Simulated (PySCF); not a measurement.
Compound: C₃H₉Si₂ (doublet state).
Cartesian coordinates in Å at the GFN2-xTB level; atoms count from 1:
```xyz
14
C3H9Si2 angstrom
C     -1.593   -1.687   -0.119
C     -1.141   -0.481   -0.267
C     -0.005    0.349   -0.523
Si    -0.330    1.819    0.668
Si     1.686   -0.537   -0.287
H     -2.617   -1.890    0.162
H     -0.987   -2.581   -0.287
H     -0.052    0.726   -1.549
H     -1.580    2.460    0.262
H      0.768    2.790    0.595
H     -0.432    1.299    2.030
H      1.766   -1.038    1.084
H      1.760   -1.649   -1.236
H      2.758    0.422   -0.555
```

The hyperfine couplings belong to this conformer and change with its torsions.

Identity: `C=[C]C([SiH3])[SiH3]` [radical].

Method used: UKS B3LYP, pcH-1 on C H Si, non-relativistic, mean-field spin-orbit, GIAO (PySCF). The structure is a single GFN2-xTB conformer in the gas phase; no vibrational or solvent corrections. Couplings are sensitive to structure, and on GFN2-xTB geometries they can be far from those on DFT ones. Stability of the SCF solution: not tested.

Q: Give the isotropic g value and a_iso(1H) at H7.

A: g_iso = 2.00222 and a = +170.58 MHz, or +6.087 mT (Mulliken spin population +0.09).

Q: For one electron spin and this one nucleus (I = 1/2, g_N = 5.5857), compare first-order, second-order and exact resonance fields at 9.628 GHz.

A: First order: B = B0 − a·mI with B0 = 343.567 mT. Second order subtracts a²[I(I+1) − mI²]/(2B0). The exact fields come from the Breit–Rabi levels of H = g μB B Sz − g_N μN B Iz + a S·I.

```tsv
mI	first order (mT)	second order (mT)	exact (mT)	exact − first order
−1/2	346.611	346.584	346.584	-0.027
+1/2	340.524	340.497	340.497	-0.027
```

Q: What g and a would be read from the two outer exact lines by first-order rules?

A: Their midpoint, 343.540 mT, gives an apparent g of 2.00238 (true 2.00222), and their distance over 2I an apparent |a| of 6.087 mT (true 6.087).

Q: Give the zero-field levels of this pair of spins.

A: F = I ± 1/2 = 1 and 0, at a·I/2 = +42.6 MHz and −a(I+1)/2 = -127.9 MHz, that is |a|(I + 1/2) = 170.6 MHz apart; F = 0 lies lower.

Other couplings of abundant isotopes, left aside here: 1 × 1H 108 MHz, 1 × 1H 7 MHz, 6 × 1H 6 MHz.

Means are taken over nuclei equivalent by connectivity, which assumes that they swap fast. The six 1H nuclei of mean +6.0 MHz run from -3.6 to 25.4 MHz in the frozen geometry.

On Intel Xeon at 2.60 GHz, one thread, no GPU, shared host with 128 logical CPUs at a one-minute load of 13, this took 45 s (with the writing of density and orbital grids) and 0.89 GiB of memory at its peak.
